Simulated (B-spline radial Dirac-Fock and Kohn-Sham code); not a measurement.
# In⁵⁺: input and output of one calculation

ΔSCF core binding energies without Breit or QED terms, calculated with a B-spline atomic structure program. Keys: rel is the Hamiltonian (dirac, or spin-free x2c and nr, where L3 and M5 stand for the whole 2p and 3d shells), method is hf or an exchange,correlation pair (spin-unpolarised, also for the hole states), nuc the nuclear model, radius_factor scales its radius, rmax is the box in bohr, h the logarithmic mesh step, order the B-spline order, points the quadrature points per cell, c_factor scales the speed of light, and damp, ndamp, maxit and tol steer the iteration. The run stops when the commutator error falls below 10·tol·max(1, Z/10), or the numerical noise floor, and the energy has settled to about 1e-8 Ha; the virial ratio is −V/T.

Input (task.json):

```json
{"items": [{"Z": 49, "q": 5, "cfg": [[1, 0, 2], [2, 0, 2], [2, 1, 6], [3, 0, 2], [3, 1, 6], [3, 2, 10], [4, 0, 2], [4, 1, 6], [4, 2, 8]], "A": 115, "rrms": 4.6156, "do": "settings", "holes": ["K", "L3", "M5"],
  "settings": [{"rel": "dirac", "method": "hf", "nuc": "fermi", "radius_factor": 1.0, "rmax": 45.0, "h": 0.18, "order": 8, "points": 10, "c_factor": 1.0, "maxit": 60, "damp": 0.5, "ndamp": 3, "tol": 1e-08}]}]}
```

Command: `python xray2_run.py task.json out`

Ground-state iterations:

```
iter   energy (Ha)        error
   1    -5857.22303996  1.05e+00
   2    -5870.34545186  3.33e-01
   3    -5873.64247718  1.01e-01
   4    -5873.93228134  2.98e-02
   5    -5873.95526586  1.22e-02
   6    -5873.96000477  1.44e-03
   7    -5873.96003858  8.47e-05
   8    -5873.96003868  1.02e-05
   9    -5873.96003868  9.12e-07
  10    -5873.96003868  4.73e-08
```

The ground state converged in 10 iterations, with total energy -5873.96004 Ha, virial ratio 1.95156 and highest orbital energy -92.68 eV. ΔSCF binding energies: K (1s) 28112.8 eV, L3 (2p3/2) 3821.2 eV. Holes are computed only in closed shells, and unreliable hole states are left out.
